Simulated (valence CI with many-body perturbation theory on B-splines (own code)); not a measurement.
# Energy levels of Te¹⁰⁺

Computed by relativistic CI+MBPT: six valence electrons over a frozen Dirac-Fock core [Kr], a basis of 7 s, 7 p, 8 d, 6 f, 4 g, 1 h functions for each j, with the one-electron correlation potential Σ1, the two-electron term Σ2, the three-electron term Σ3, Breit, model QED; selected CI, second order for the rest, scaled by the run's own slope (own B-spline code, finite nucleus).

No measured spectrum was set against this ion. As an estimate, terms of the open shell hold to 2 to 4 % of their energy, and close levels can change places. Core correlation moves these levels by up to 3100 cm⁻¹, and in measured spectra 5 to 20 % of such shifts remained as error; rates that hang on mixing are uncertain with them. Not all symmetries were solved, so the list stops early. Among the levels kept, up to 1100 cm⁻¹ of a level comes from second order outside the variational space, and about a tenth of that is noise between levels of different J, which matters for small intervals. Only levels of the ground parity were solved; by the run's estimate the other parity begins above the list, which can be wrong where configurations are misplaced.

Levels 1 to 6 of 6, with energies above the lowest level, 4d⁶ ⁵D_4. "Leading %" is the weight of the configuration and term that name the level; weights of strongly mixed levels are sums over their largest components and can fall short. In the jj column 3d3/2^4 stands for four electrons in 3d with j = 3/2.

```json
{"No.": "1", "Configuration": "4d⁶", "Term": "⁵D", "J": "4", "E (cm⁻¹)": "0.0", "Leading %": "89", "Leading jj": "4d3/2^4 4d5/2^2 (44 %)", "Second component": "9 % 4d⁶ ³F"}
{"No.": "2", "Configuration": "4d⁶", "Term": "⁵D", "J": "3", "E (cm⁻¹)": "7248", "Leading %": "94", "Leading jj": "4d3/2^3 4d5/2^3 (68 %)", "Second component": ""}
{"No.": "3", "Configuration": "4d⁶", "Term": "⁵D", "J": "2", "E (cm⁻¹)": "8555", "Leading %": "79", "Leading jj": "4d3/2^4 4d5/2^2 (39 %)", "Second component": "14 % 4d⁶ ³P"}
{"No.": "4", "Configuration": "4d⁶", "Term": "⁵D", "J": "1", "E (cm⁻¹)": "11787", "Leading %": "88", "Leading jj": "4d3/2^3 4d5/2^3 (66 %)", "Second component": "9 % 4d⁶ ³P"}
{"No.": "5", "Configuration": "4d⁶", "Term": "⁵D", "J": "0", "E (cm⁻¹)": "12636", "Leading %": "86", "Leading jj": "4d3/2^2 4d5/2^4 (58 %)", "Second component": "11 % 4d⁶ ³P"}
{"No.": "6", "Configuration": "4d⁶", "Term": "³H", "J": "4", "E (cm⁻¹)": "26350", "Leading %": "29", "Leading jj": "4d3/2^4 4d5/2^2 (47 %)", "Second component": "24 % 4d⁶ ³G"}
```

Names give the largest LS component (configuration and term), which can be under half, so a name can repeat, a term be missing and a line seem to break the LS rules; names also repeat where a configuration has a term twice.

The ionisation energy to 4d⁵ ⁶S5/2 of the next ion comes out as 216.04 eV (NIST: 215 ± 2.4 eV (theoretical)). All 6 levels together are meant to be complete up to 30321 cm⁻¹.
